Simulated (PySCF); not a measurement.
BrPb, charge +1, multiplicity 1. Atoms are numbered in the order given.

```xyz
2

Pb     0.0000     0.0000    -0.7513
Br     0.0000     0.0000     1.7602
```
Charge +1, spin multiplicity 1.

Geometry: B3LYP-D3(BJ)/def2-TZVP. The multiplicity is an assumed one; other spin states were not compared. The def2 effective core potentials stand for the cores of Pb; spin–orbit coupling is left out.

Calculation: PySCF with B3LYP/def2-TZVPD.

Mulliken values depend strongly on the basis, most of all with diffuse functions as here. ESP charges are fitted to the potential on shells at 1.4 to 2.0 van der Waals radii. Atomic charges (e):

| atom | ESP fit | Mulliken |
|---|---|---|
| Pb1 | ? | 1.11 |
| Br2 | ? | -0.11 |

**Question.** What belongs in the gaps? (The exact figures need the calculation; the answer reports its results.)

**Answer.** 
- Pb1, ESP fit: 1.01
- Br2, ESP fit: -0.01
